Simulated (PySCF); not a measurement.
Compound: 1,2-benzenedithiol, C6H6S2.
Bonds: S1–C2, C2–C3 (aromatic), C3–C4 (aromatic), C4–C5 (aromatic), C5–C6 (aromatic), C6–C7 (aromatic), C7–S8, C2–C7 (aromatic). Hydrogens: H9 on S1; H10 on C3; H11 on C4; H12 on C5; H13 on C6; H14 on S8.

Method: PBE0-D3(BJ)/def2-SVP geometry optimisation, gas phase in PySCF; density fitting, grid level 1; the optimiser is geomeTRIC in internal coordinates, started from a GFN2-xTB structure with every atom displaced at random (about 0.01 Å).

Step 0: E = -27964.3340 eV
```
atom  x, y, z in Å  |  force x, y, z in eV/Å
S1      2.5690   -1.1012   -0.0164   -0.472   1.357  -0.308
C2      0.8557   -0.5281    0.0075    1.116  -0.331  -0.054
C3     -0.1832   -1.4302    0.2483    2.653  -0.894   0.085
C4     -1.4484   -1.0165    0.2632   -3.796  -0.305   0.292
C5     -1.7979    0.3057    0.0241    0.939   0.407  -0.002
C6     -0.7862    1.2246   -0.2071   -0.013  -0.065  -0.099
C7      0.5580    0.8147   -0.2190    0.086   0.619  -0.113
S8      1.7732    2.0724   -0.5387   -1.084   0.385  -0.179
H9      2.2779   -2.3390    0.2998   -0.202  -1.052   0.289
H10     0.0767   -2.4715    0.4455   -0.108  -0.087  -0.017
H11    -2.2689   -1.7420    0.4728    0.571   0.380  -0.139
H12    -2.8149    0.6394    0.0495   -0.776   0.123  -0.015
H13    -1.0349    2.2714   -0.3948    0.074   0.050   0.030
H14     2.8156    1.3170   -0.2986    1.012  -0.586   0.231
```

Step 1: E = -27964.4899 eV
```
atom  x, y, z in Å  |  force x, y, z in eV/Å
S1      2.5179   -1.1126   -0.2682    0.038  -0.275   0.346
C2      0.8742   -0.5360    0.0280   -0.054   0.059  -0.311
C3     -0.1557   -1.4250    0.3402   -0.740   0.167  -0.199
C4     -1.4991   -1.0191    0.2936    0.799  -0.172   0.260
C5     -1.7999    0.3047    0.0043   -0.338   0.152  -0.055
C6     -0.7769    1.2204   -0.2128    0.060   0.025  -0.022
C7      0.5641    0.8201   -0.2124   -0.001  -0.092   0.084
S8      1.7739    2.0505   -0.5850    0.350  -0.182   0.025
H9      2.2990   -2.3611    0.2366    0.144   0.354  -0.133
H10     0.0728   -2.4672    0.5552    0.071  -0.152  -0.006
H11    -2.2795   -1.7494    0.4981   -0.133  -0.046   0.012
H12    -2.8451    0.6313   -0.0536    0.152  -0.002   0.049
H13    -1.0153    2.2687   -0.4079    0.010   0.015   0.016
H14     2.8611    1.3917   -0.0799   -0.358   0.150  -0.067
```

Step 2: E = -27964.5314 eV
```
atom  x, y, z in Å  |  force x, y, z in eV/Å
S1      2.5621   -1.0459   -0.1994   -0.159  -0.238   0.050
C2      0.8633   -0.5715   -0.0376   -0.122   0.204  -0.062
C3     -0.1831   -1.4514    0.2590   -0.007  -0.028   0.018
C4     -1.5048   -1.0061    0.2923    0.033  -0.231   0.049
C5     -1.8161    0.3256    0.0303    0.166   0.002  -0.032
C6     -0.7815    1.2177   -0.2317   -0.076  -0.059   0.041
C7      0.5481    0.7839   -0.2601    0.083   0.198  -0.009
S8      1.7792    1.9962   -0.6182    0.078   0.072  -0.107
H9      2.4242   -2.2801    0.3306   -0.014   0.005   0.017
H10     0.0337   -2.5038    0.4601    0.003   0.003  -0.032
H11    -2.2951   -1.7231    0.5256   -0.017   0.007  -0.014
H12    -2.8517    0.6730    0.0389    0.024  -0.018   0.029
H13    -0.9975    2.2753   -0.4032    0.025  -0.005  -0.002
H14     2.8108    1.3272   -0.0504   -0.019   0.087   0.055
```

Question: Estimate the geometry and energy of step 3. (The exact step hangs on the optimiser's Hessian estimate; all steps are aligned on step 2, rigid shifts and turns removed.)

Answer: E = -27964.5405 eV, largest force 0.435 eV/Å
```
atom  x, y, z in Å  |  force x, y, z in eV/Å
S1      2.5331   -1.1157   -0.1535    0.153   0.332  -0.235
C2      0.8544   -0.5579   -0.0880    0.177  -0.122   0.095
C3     -0.1794   -1.4567    0.2039    0.075  -0.101   0.148
C4     -1.4949   -1.0277    0.2983   -0.071   0.142  -0.144
C5     -1.7865    0.3146    0.0545   -0.055   0.038  -0.014
C6     -0.7689    1.2157   -0.2460   -0.084  -0.013   0.070
C7      0.5666    0.8060   -0.3076   -0.069  -0.219   0.065
S8      1.7907    2.0271   -0.6808   -0.138  -0.064  -0.124
H9      2.3282   -2.3118    0.4202   -0.099  -0.126   0.094
H10     0.0585   -2.5114    0.3809    0.002   0.101  -0.040
H11    -2.2872   -1.7410    0.5474    0.063   0.084  -0.035
H12    -2.8142    0.6714    0.1134   -0.097   0.037   0.005
H13    -0.9995    2.2726   -0.4015   -0.026  -0.013  -0.005
H14     2.7907    1.4317   -0.0051    0.169  -0.075   0.119
```

The energy changes by -0.0092 eV. The first-order estimate −F·Δx gives -0.0740 eV and the mean of the old and new forces, exact on a quadratic surface, -0.0098 eV. The step makes an angle of 61° with the force vector and moves no atom by more than 0.135 Å.

The cost below is that of the whole optimisation. Time: 4.4 min; peak memory 0.61 GiB. Hardware: one thread, Intel Xeon at 2.50 GHz (x86_64), no GPU, shared host with 64 logical CPUs at a one-minute load of 56.
